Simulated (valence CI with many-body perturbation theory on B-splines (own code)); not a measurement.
# Forbidden lines of Nd³⁶⁺

Level of theory: relativistic CI+MBPT: six valence electrons over a frozen Dirac-Fock core [Ar], a basis of 7 s, 7 p, 8 d, 6 f, 4 g, 1 h functions for each j, with the one-electron correlation potential Σ1 (screened to all orders), the two-electron term Σ2, the three-electron term Σ3, Breit, model QED; selected single and double excitations, second order for the rest, scaled by the run's own slope (own B-spline code, finite nucleus).

No measured spectrum was set against this ion. As an estimate, large intervals hold to a few tenths of a per cent, small ones and those within an open d or f shell to about a per cent. Core correlation moves these levels by up to 7300 cm⁻¹, and in measured spectra 5 to 20 % of such shifts remained as error; rates that hang on mixing are uncertain with them. Among the levels kept, up to 1000 cm⁻¹ of a level comes from second order outside the variational space, and about a tenth of that is noise between levels of different J, which matters for small intervals. Only levels of the ground parity were solved; by the run's estimate the other parity begins above the list, which can be wrong where configurations are misplaced.

Lines 51 to 100 of 120 in falling wavelength, among levels below 950640 cm⁻¹, chosen from the decays that carry over 1 % of a level's rate. Wavelengths and rates use the calculated energies. Electric multipoles are in the length gauge, E1 and E2 with the static RPA response of the core. Weak lines are less certain than strong ones. Lines between different terms over intervals too small for the method are left out, as are lines whose strength nearly cancels. Where a level lies close to another of its J and parity, the split of strength between their lines is uncertain. The highest levels of a list are the least certain.

Levels are named by their leading jj configuration (3d3/2^4 stands for four electrons in 3d with j = 3/2), which in mixed levels can hold well under half, so a name can repeat and another be missing. Letters in brackets count levels of one name in rising energy.

```tsv
λ vac (nm)	Upper	Lower	Type	A (s⁻¹)	Branch %
49.82	(3d3/2^2 3d5/2^4) J=2 [c]	(3d3/2^2 3d5/2^4) J=2 [a]	M1	1.56e+04	5.8
48.32	(3d3/2^2 3d5/2^4) J=2 [d]	(3d3/2^2 3d5/2^4) J=2 [b]	M1	3.24e+04	14.5
47.33	(3d3/2 3d5/2^5) J=2	(3d3/2^2 3d5/2^4) J=2 [b]	M1	4.31e+04	10.7
47.27	(3d3/2^2 3d5/2^4) J=2 [a]	(3d3/2^3 3d5/2^3) J=3 [a]	M1	1.61e+05	70.8
47.17	(3d3/2 3d5/2^5) J=1	(3d3/2^2 3d5/2^4) J=0 [a]	M1	1.05e+05	15.7
46.07	(3d3/2^2 3d5/2^4) J=4 [c]	(3d3/2^3 3d5/2^3) J=3 [c]	M1	6.69e+04	31.9
45.70	(3d3/2^2 3d5/2^4) J=2 [d]	(3d3/2^2 3d5/2^4) J=1	M1	2.22e+04	10.0
45.64	(3d3/2^3 3d5/2^3) J=2 [a]	(3d3/2^4 3d5/2^2) J=2	M1	9.06e+04	96.8
45.47	(3d3/2^2 3d5/2^4) J=4 [a]	(3d3/2^3 3d5/2^3) J=4 [a]	M1	2.08e+05	75.4
45.30	(3d3/2^3 3d5/2^3) J=1 [b]	(3d3/2^4 3d5/2^2) J=0	M1	5.27e+04	65.1
45.24	(3d3/2^2 3d5/2^4) J=6	(3d3/2^3 3d5/2^3) J=6	M1	6.79e+04	70.5
45.16	(3d3/2^2 3d5/2^4) J=6	(3d3/2^3 3d5/2^3) J=5	M1	2.83e+04	29.4
44.82	(3d3/2 3d5/2^5) J=2	(3d3/2^2 3d5/2^4) J=1	M1	8.00e+04	19.8
44.60	(3d3/2^2 3d5/2^4) J=2 [c]	(3d3/2^3 3d5/2^3) J=1 [b]	M1	4.24e+04	15.6
44.51	(3d3/2 3d5/2^5) J=4	(3d3/2^2 3d5/2^4) J=3 [b]	M1	6.87e+04	15.5
44.38	(3d3/2^3 3d5/2^3) J=3 [b]	(3d3/2^4 3d5/2^2) J=2	M1	1.25e+04	14.8
43.88	(3d3/2^3 3d5/2^3) J=5	(3d3/2^4 3d5/2^2) J=4	M1	2.52e+04	96.6
43.81	(3d3/2^3 3d5/2^3) J=6	(3d3/2^4 3d5/2^2) J=4	E2	3.31e-01	99.8
43.80	(3d3/2 3d5/2^5) J=1	(3d3/2^2 3d5/2^4) J=2 [a]	M1	3.38e+05	50.5
43.56	(3d3/2^2 3d5/2^4) J=1	(3d3/2^3 3d5/2^3) J=2 [a]	M1	2.56e+04	13.6
42.91	(3d3/2^2 3d5/2^4) J=4 [b]	(3d3/2^3 3d5/2^3) J=3 [b]	M1	2.74e+04	19.3
42.51	(3d3/2^2 3d5/2^4) J=2 [b]	(3d3/2^3 3d5/2^3) J=3 [b]	M1	4.31e+04	23.8
41.53	(3d3/2^2 3d5/2^4) J=2 [c]	(3d3/2^3 3d5/2^3) J=2 [b]	M1	7.43e+04	27.4
41.42	(3d3/2^2 3d5/2^4) J=2 [b]	(3d3/2^3 3d5/2^3) J=2 [a]	M1	7.14e+04	39.4
41.19	(3d3/2^2 3d5/2^4) J=5	(3d3/2^3 3d5/2^3) J=4 [a]	M1	6.46e+03	4.6
40.81	(3d3/2^2 3d5/2^4) J=4 [a]	(3d3/2^3 3d5/2^3) J=3 [a]	M1	5.59e+03	2.0
40.62	(3d3/2^2 3d5/2^4) J=3 [a]	(3d3/2^3 3d5/2^3) J=4 [a]	M1	8.55e+04	35.1
40.53	(3d3/2^2 3d5/2^4) J=4 [c]	(3d3/2^3 3d5/2^3) J=4 [b]	M1	5.71e+04	27.2
39.10	(3d3/2 3d5/2^5) J=1	(3d3/2^3 3d5/2^3) J=0	M1	1.73e+04	2.6
39.06	(3d3/2 3d5/2^5) J=4	(3d3/2^2 3d5/2^4) J=3 [a]	M1	7.40e+03	1.7
38.56	(3d3/2 3d5/2^5) J=4	(3d3/2^2 3d5/2^4) J=5	M1	1.37e+05	30.9
37.79	(3d3/2 3d5/2^5) J=3	(3d3/2^2 3d5/2^4) J=3 [b]	M1	6.46e+04	17.0
37.26	(3d3/2 3d5/2^5) J=1	(3d3/2^3 3d5/2^3) J=2 [b]	M1	1.90e+05	28.3
37.15	(3d3/2^3 3d5/2^3) J=3 [b]	(3d3/2^4 3d5/2^2) J=4	M1	6.22e+04	73.4
36.86	(3d3/2^2 3d5/2^4) J=3 [a]	(3d3/2^3 3d5/2^3) J=3 [a]	M1	1.14e+05	46.7
36.45	(3d3/2^2 3d5/2^4) J=4 [b]	(3d3/2^3 3d5/2^3) J=5	M1	9.52e+04	67.2
36.04	(3d3/2^2 3d5/2^4) J=3 [b]	(3d3/2^3 3d5/2^3) J=4 [a]	M1	2.81e+04	17.3
35.43	(3d3/2 3d5/2^5) J=4	(3d3/2^2 3d5/2^4) J=4 [a]	M1	2.22e+05	50.0
35.35	(3d3/2^2 3d5/2^4) J=2 [d]	(3d3/2^2 3d5/2^4) J=3 [a]	M1	1.39e+04	6.2
35.11	(3d3/2^3 3d5/2^3) J=2 [b]	(3d3/2^4 3d5/2^2) J=2	M1	1.06e+04	8.2
34.82	(3d3/2 3d5/2^5) J=2	(3d3/2^2 3d5/2^4) J=3 [a]	M1	1.50e+05	37.2
33.79	(3d3/2 3d5/2^5) J=3	(3d3/2^2 3d5/2^4) J=3 [a]	M1	1.38e+05	36.5
33.30	(3d3/2^2 3d5/2^4) J=2 [c]	(3d3/2^3 3d5/2^3) J=3 [b]	M1	1.59e+04	5.8
33.18	(3d3/2^3 3d5/2^3) J=1 [b]	(3d3/2^4 3d5/2^2) J=2	M1	1.42e+04	17.6
32.63	(3d3/2^2 3d5/2^4) J=2 [c]	(3d3/2^3 3d5/2^3) J=2 [a]	M1	1.94e+04	7.2
32.45	(3d3/2^2 3d5/2^4) J=1	(3d3/2^3 3d5/2^3) J=1 [a]	M1	7.44e+04	39.4
31.85	(3d3/2 3d5/2^5) J=4	(3d3/2^3 3d5/2^3) J=3 [c]	M1	5.90e+03	1.3
30.78	(3d3/2^2 3d5/2^4) J=2 [a]	(3d3/2^4 3d5/2^2) J=2	M1	1.61e+04	7.1
30.62	(3d3/2^3 3d5/2^3) J=3 [c]	(3d3/2^4 3d5/2^2) J=2	M1	2.66e+04	43.6
29.93	(3d3/2 3d5/2^5) J=1	(3d3/2^3 3d5/2^3) J=2 [a]	M1	1.35e+04	2.0
```
